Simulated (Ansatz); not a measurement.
Relaxation of F$_{4}$H$_{4}$OW (10 atoms, charge 0, multiplicity 1), to a largest force component of 0.03 eV/Å in at most 50 steps.

Method: Ansatz, RKS revPBE/def2-SVP.

```xyz
10
Properties=species:S:1:pos:R:3
W -0.037 -0.010 -0.025
F -0.006 -0.039 1.839
O 1.787 -0.401 -0.095
H 2.322 -1.213 -0.175
F 0.063 1.826 -0.535
F -1.874 -0.283 0.196
H -0.087 -1.717 -0.281
F -0.330 -0.174 -1.893
H 1.501 1.983 1.489
H 1.332 1.606 2.078
```

**Question.** Where does it end, and by what steps?

**Answer.** It converged. The force dipped under the threshold on the way, but the program's further checks kept it going. After 22 steps the energy has fallen by 0.365 eV; H9 moved furthest, 1.35 Å.

| step | energy less start (eV) | largest force component (eV/Å) | accepted |
| --- | --- | --- | --- |
| 0 | 0.0000 | 1.438 | yes |
| 1 | -0.1656 | 0.183 | yes |
| 2 | -0.2348 | 0.110 | yes |
| 3 | -0.2740 | 0.093 | yes |
| 4 | -0.2936 | 0.492 | yes |
| 5 | -0.3096 | 0.247 | yes |
| 6 | -0.3290 | 0.294 | yes |
| 7 | -0.3366 | 0.765 | yes |
| 8 | -0.3463 | 0.485 | yes |
| 9 | -0.3585 | 0.123 | yes |
| 10 | -0.3608 | 0.112 | yes |
| 11 | -0.3589 | 0.287 | no |
| 12 | -0.3618 | 0.069 | yes |
| 13 | -0.3591 | 0.320 | no |
| 14 | -0.3628 | 0.014 | yes |
| 15 | -0.3631 | 0.067 | yes |
| 16 | -0.3624 | 0.115 | no |
| 17 | -0.3634 | 0.030 | yes |
| 18 | -0.3637 | 0.028 | yes |
| 19 | -0.3640 | 0.088 | yes |
| 20 | -0.3642 | 0.047 | yes |
| 21 | -0.3643 | 0.030 | yes |
| 22 | -0.3647 | 0.028 | yes |

```xyz
10
Properties=species:S:1:pos:R:3
W -0.151 -0.232 -0.250
F -0.107 0.114 1.599
O 1.698 -0.654 -0.202
H 2.012 -1.578 -0.230
F 0.448 1.507 -0.703
F -1.858 -0.879 0.202
H -0.047 -1.864 -0.767
F -0.887 -0.097 -1.978
H 2.001 2.912 2.327
H 1.562 2.347 2.599
```

Whether the end is a true minimum wasn't checked by a vibrational analysis.

The run took 44 s on 4 threads of Arm Neoverse V1 (shared host), peak memory 0.18 GiB.
